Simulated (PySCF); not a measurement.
A structure optimised at B3LYP-D3(BJ)/def2-SVP, used in a PySCF frequency run:

```xyz
15

Sn    -0.0595    -0.0221    -0.3929
C     -1.8541    -0.6544     0.6175
C     -2.9332     0.1256     0.7491
C      1.6333     0.0433     0.9827
C      2.9463     0.4666     0.3226
H     -0.3666     1.5490    -1.0400
H      0.3115    -1.1077    -1.6848
H     -1.8780    -1.6611     1.0545
H     -3.8340    -0.2121     1.2774
H     -2.9768     1.1401     0.3356
H      1.7185    -0.9597     1.4317
H      1.3536     0.7317     1.7964
H      3.2379    -0.2224    -0.4872
H      2.8769     1.4753    -0.1171
H      3.7776     0.4855     1.0486
```

### Question
Write its SMILES and formula.

### Answer
C=[CH][SnH2][CH2]C, C4H10Sn

### Question
What are its rotational constants (standard atomic weights)?

### Answer
7.0421, 1.3777, 1.2469 GHz
